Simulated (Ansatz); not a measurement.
Relaxation of the cluster Ag2F2⁻ with UKS PBE-D4/def2-TZVPD.

```sh
$ ansatz run in.yaml --threads 4 --pin off --events-out ev --progress --plain --max-ram 3916MiB
```

```yaml
crystal:
  periodic: [false, false, false]
  atoms:
    - {symbol: Ag, position_ang: [-1.561880, -0.050770, -0.048950]}
    - {symbol: Ag, position_ang: [1.561730, 0.052740, -0.025790]}
    - {symbol: F, position_ang: [0.062520, -1.833010, -0.009300]}
    - {symbol: F, position_ang: [-0.062370, 1.831040, 0.084050]}
basis:
  gaussian: {orbitals: def2-TZVPD}
total_charge: -1
magnetization: {spin_polarized: true, initial_magnetization: 1}
hamiltonian: {xc: pbe, dispersion: d4}
scf: {lower_state_search: "off"}
output: {orbitals: {seedname: orbitals}}
relax: {f_tol: 0.02, max_steps: 100}
```

Run time 35 s (4 threads of Arm Neoverse V2 on a shared host).

Positions (Å) and forces (eV/Å) at steps 1, 2, 4, 7, 8, 9, 10, 11, 12, 13, 16, 19, 21 of 21:

```xyz
4
step=1 energy=-13433.8551 eV
Ag   -1.562   -0.051   -0.049    0.750    0.024    0.038
Ag    1.562    0.053   -0.026   -0.751   -0.026    0.027
F     0.063   -1.833   -0.009   -0.019    0.569   -0.018
F    -0.062    1.831    0.084    0.020   -0.567   -0.047
4
step=2 energy=-13433.9751 eV
Ag   -1.368   -0.045   -0.042   -0.309   -0.011   -0.002
Ag    1.368    0.047   -0.022    0.309    0.011    0.003
F     0.062   -1.834   -0.015    0.004   -0.133   -0.004
F    -0.062    1.833    0.079   -0.004    0.133    0.003
4
step=4 energy=-13433.9876 eV
Ag   -1.418   -0.047   -0.037    0.003   -0.001    0.005
Ag    1.418    0.048   -0.016   -0.003    0.000    0.005
F     0.062   -1.818   -0.020   -0.001    0.012   -0.005
F    -0.061    1.816    0.073    0.001   -0.012   -0.006
4
step=7 energy=-13433.9896 eV
Ag   -1.460   -0.049   -0.012   -0.024   -0.001    0.000
Ag    1.379    0.046    0.010   -0.018    0.000    0.000
F     0.102   -1.814   -0.045    0.022   -0.023   -0.001
F    -0.021    1.817    0.047    0.020    0.024    0.001
4
step=8 energy=-13433.9976 eV
Ag   -1.493   -0.050   -0.029   -0.071   -0.003    0.001
Ag    1.327    0.045   -0.006   -0.054   -0.002    0.005
F     0.145   -1.828   -0.029    0.065   -0.071   -0.005
F     0.021    1.833    0.064    0.060    0.076   -0.001
4
step=9 energy=-13434.0637 eV
Ag   -1.568   -0.054    0.051   -0.185   -0.006    0.000
Ag    1.203    0.038    0.083   -0.255   -0.008   -0.059
F     0.246   -1.873   -0.115    0.226   -0.173    0.025
F     0.119    1.889   -0.019    0.214    0.187    0.034
4
step=10 energy=-13434.2899 eV
Ag   -1.668   -0.054   -0.003   -0.354   -0.011   -0.005
Ag    1.018    0.033    0.049   -0.544   -0.020   -0.080
F     0.394   -1.994   -0.074    0.444    0.183    0.047
F     0.256    2.015    0.028    0.454   -0.152    0.038
4
step=11 energy=-13434.6128 eV
Ag   -1.863   -0.061   -0.013   -0.298   -0.010   -0.003
Ag    0.821    0.027    0.023   -0.392   -0.014   -0.050
F     0.590   -2.018   -0.057    0.338    0.212    0.032
F     0.452    2.052    0.047    0.351   -0.189    0.021
4
step=12 energy=-13434.7669 eV
Ag   -2.058   -0.067    0.002   -0.113   -0.003    0.000
Ag    0.665    0.022   -0.002   -0.018   -0.001    0.004
F     0.766   -1.995   -0.051    0.065    0.035   -0.001
F     0.627    2.041    0.051    0.067   -0.031   -0.003
4
step=13 energy=-13434.7733 eV
Ag   -2.111   -0.068    0.016   -0.016    0.000    0.000
Ag    0.639    0.020   -0.005    0.011    0.000    0.001
F     0.806   -1.989   -0.057    0.003    0.007    0.000
F     0.666    2.037    0.046    0.003   -0.007   -0.001
4
step=16 energy=-13434.7737 eV
Ag   -2.118   -0.007    0.019    0.000    0.005    0.000
Ag    0.639   -0.002   -0.006    0.001   -0.009    0.000
F     0.852   -2.006   -0.058    0.003    0.003    0.000
F     0.627    2.016    0.045   -0.004    0.001    0.000
4
step=19 energy=-13434.7740 eV
Ag   -2.117    0.012    0.019    0.001    0.007    0.000
Ag    0.640   -0.009   -0.006    0.001   -0.007   -0.001
F     0.865   -2.012   -0.059    0.003    0.002    0.001
F     0.612    2.009    0.045   -0.005   -0.002    0.001
4
step=21 energy=-13434.7743 eV
Ag   -2.117    0.029    0.020    0.001    0.008    0.000
Ag    0.640   -0.015   -0.006    0.002   -0.009   -0.002
F     0.877   -2.017   -0.059    0.004    0.003    0.001
F     0.600    2.003    0.045   -0.007   -0.002    0.001
```

In the def2 sets Ag takes a core potential; there is no spin–orbit coupling. The relaxation made no stability test and no search for a lower SCF solution. No other spin state of charge -1 was run. Another isomer (doublet) lies 0.14 eV lower at PBE0-D4/def2-TZVPD; other spin states weren't run for this one.
